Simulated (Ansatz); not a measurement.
Gas-phase electronic energies from Ansatz, PBE0-D4/def2-TZVP geometries. CCSD(T)/CBS adds triple-zeta CCSD(T) − MP2 to the extrapolated MP2 energy (def2 sets, frozen cores). Functionals use def2-TZVPP. B3LYP here is the variant with VWN-RPA as its local correlation; programs differ in this. Each species was taken in one conformer, which may not be the lowest.

Consider the isomerisation: `B[SiH2]C(F)Cl` → `FB(Cl)C[SiH3]`.

| level | ΔE (kJ/mol) |
| --- | --- |
| B3LYP-D4 | -448.6 |
| B2PLYP | -458.1 |
| MP2/def2-TZVPP | -477.9 |
| SCS-MP2/def2-TZVPP | -463.7 |
| CCSD/def2-TZVPP | -459.3 |
| CCSD(T)/def2-TZVPP | -459.2 |
| HF/CBS(def2) | -456.0 |
| MP2/CBS(def2) | -474.9 |

Question: What does CCSD(T)/CBS give? (An estimate is asked.)

Answer: Ansatz gave: -456.3 kJ/mol. The listed levels differ from it by 7.7, -1.8, -21.6, -7.4, -3.0, -2.9, 0.3, -18.6 kJ/mol.

Largest T1 diagnostic among the species: 0.012.

From PBE to PBE0 (25 % exact exchange), in def2-TZVPP and without D4, ΔE moves by −11.0 kJ/mol. In def2-TZVPP, CCSD(T) changes the Hartree–Fock value by −3.3 kJ/mol (the triples alone add +0.1 kJ/mol) and MP2 by −21.9 kJ/mol.
